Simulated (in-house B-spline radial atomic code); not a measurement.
## The xenon ion Xe⁴⁺: [Kr] 4d10 5s1 5p2 6d1 (an excited or competing configuration)

Method: non-relativistic wB97X, spin-polarised, spherical fractional occupations, point nucleus. Calculated with a B-spline radial code for spherical atoms.

Screening seen three ways: the hydrogenic charge with the same mean radius, Z_r = [3n² - l(l+1)]/(2<r>), the one with the same energy, Z_e = n√(-2ε), and Slater's rules. Values are occupation-weighted means over spin.

```json
{"shell": "1s", "electrons": "2", "ε (eV)": "-33049", "<r> (bohr)": "0.02814", "Z_r": "53.30", "Z_e": "49.29", "Slater": "53.70"}
{"shell": "2s", "electrons": "2", "ε (eV)": "-5078.3", "<r> (bohr)": "0.121", "Z_r": "49.59", "Z_e": "38.64", "Slater": "49.85"}
{"shell": "2p", "electrons": "6", "ε (eV)": "-4780.4", "<r> (bohr)": "0.103", "Z_r": "48.53", "Z_e": "37.49", "Slater": "49.85"}
{"shell": "3s", "electrons": "2", "ε (eV)": "-1090.7", "<r> (bohr)": "0.32", "Z_r": "42.18", "Z_e": "26.86", "Slater": "42.75"}
{"shell": "3p", "electrons": "6", "ε (eV)": "-964.44", "<r> (bohr)": "0.3104", "Z_r": "40.27", "Z_e": "25.26", "Slater": "42.75"}
{"shell": "3d", "electrons": "10", "ε (eV)": "-730.43", "<r> (bohr)": "0.281", "Z_r": "37.37", "Z_e": "21.98", "Slater": "32.85"}
{"shell": "4s", "electrons": "2", "ε (eV)": "-245.95", "<r> (bohr)": "0.745", "Z_r": "32.21", "Z_e": "17.01", "Slater": "26.25"}
{"shell": "4p", "electrons": "6", "ε (eV)": "-200.68", "<r> (bohr)": "0.7752", "Z_r": "29.67", "Z_e": "15.36", "Slater": "26.25"}
{"shell": "4d", "electrons": "10", "ε (eV)": "-122.37", "<r> (bohr)": "0.8598", "Z_r": "24.42", "Z_e": "12.00", "Slater": "14.85"}
{"shell": "5s", "electrons": "1", "ε (eV)": "-71.44", "<r> (bohr)": "1.736", "Z_r": "21.60", "Z_e": "11.46", "Slater": "10.00"}
{"shell": "5p", "electrons": "2", "ε (eV)": "-55.651", "<r> (bohr)": "1.895", "Z_r": "19.26", "Z_e": "10.11", "Slater": "10.00"}
{"shell": "6d", "electrons": "1", "ε (eV)": "-16.204", "<r> (bohr)": "4.953", "Z_r": "10.30", "Z_e": "6.55", "Slater": "5.00"}
```

The least bound orbital is 6d up at -16.2 eV, and it is also the most diffuse (<r> = 4.953 bohr).

Caution: exact exchange at fractional occupations of open shells leaves self-interaction of up to several eV.
